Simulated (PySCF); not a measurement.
Input and output

[PbF2]+ (doublet). PySCF 2.14.0, UKS PBE0, Pb def2-SVP with ECP60, F def2-SVP; non-relativistic Hamiltonian with scalar-relativistic core potentials where named; density fitting; no spin-orbit coupling. Purpose: one electron added, vertical, doublet.

```python
mol = gto.M(atom='''
Pb    -0.00000    -0.00000     0.38820
F      1.93757    -0.00000     0.38888
F     -1.93757     0.00000     0.38888''',
    basis={'Pb': 'def2-SVP', 'F': 'def2-SVP'},
    ecp={'Pb': 'def2-SVP'},
    charge=1, spin=1)
mf = dft.UKS(mol, xc='PBE0')
mf.grids.atom_grid = (50, 194)
mf = mf.density_fit()  # fitting sets: Pb def2-universal-JKFIT, F def2-universal-JKFIT
mf.conv_tol = 1e-08; mf.max_cycle = 55
mf.kernel(dm0)  # dm0: converged density of the relaxed state
```

Run from Python with OMP_NUM_THREADS=2; the lines above give its settings. Where DIIS fails, smearing, a level shift and second-order steps follow.
It took 0.6 s on 2 threads of Arm Neoverse V2 (shared host), from an already converged density.

Where do the frontier levels lie, over both spins?

HOMO -15.43 eV, LUMO -11.67 eV. 

What are the Mulliken charges and spins?


```tsv
atom	charge (e)	spin (e)
Pb1	1.513	0.267
F2	-0.256	0.367
F3	-0.256	0.367
```

How does its energy compare with the relaxed singlet of charge +2 in vacuum?

It lies 18.197 eV lower.

Open shells may have lower solutions than the one found.
